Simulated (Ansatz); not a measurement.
`C[O][Ge][S]C` and `C[O][Ge][NH2]` differ in one atom or group.

Ansatz, PBE0-D4/def2-TZVP geometries, multiplicity 1. Each molecule was computed in one conformer, which needn't be the lowest.

Scalar relativity is left out up to krypton.

| property | `C[O][Ge][S]C` |
| --- | --- |
| HOMO–LUMO gap (B3LYP/def2-TZVPP) / eV | 4.81 |
| size of the dipole moment (ωB97M-V/def2-TZVPP) / D | 1.79 |
| HOMO–LUMO gap (PBE/def2-TZVPP) / eV | 3.40 |
| LUMO energy (ωB97M-V/def2-TZVPP) / eV | 0.17 |
| zero-point energy (PBE0-D4/def2-TZVP) / kJ/mol | 212.5 |
| size of the dipole moment (B3LYP/def2-TZVPP) / D | 1.74 |

(1) What does the change do to each property? (Best estimate.)

Results:

(1) Ansatz gave: 
```tsv
property	`C[O][Ge][NH2]`	shift
HOMO–LUMO gap (B3LYP/def2-TZVPP) / eV	5.52	0.71
size of the dipole moment (ωB97M-V/def2-TZVPP) / D	0.63	-1.16
HOMO–LUMO gap (PBE/def2-TZVPP) / eV	3.97	0.57
LUMO energy (ωB97M-V/def2-TZVPP) / eV	0.88	0.71
zero-point energy (PBE0-D4/def2-TZVP) / kJ/mol	176.6	-35.9
size of the dipole moment (B3LYP/def2-TZVPP) / D	0.61	-1.13
```

The zero-point energy changes by -35.9 kJ/mol with -6 modes. Dipoles are sizes alone; their direction can turn.

B3LYP here is the variant with VWN-RPA as its local correlation; programs differ in this.
